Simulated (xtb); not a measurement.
Cd(SH)(SMe) (CH4CdS2), SMILES C[S][Cd][SH]. All values are semi-empirical tight-binding results from xtb (GFN2-xTB unless named), good for trends rather than for accurate numbers. Geometry optimised at GFN2-xTB. The structure was generated by enumeration; whether it is a known compound was not checked. One conformer was computed; it need not be the lowest.

For metal compounds this method's bond lengths and energies can be far off.

```yaml
orbital_gap: 2.26 eV
zero_point_energy: 28.2 kcal/mol
G − E(el) at 298.15 K (modified RRHO): 6.6 kcal/mol
```
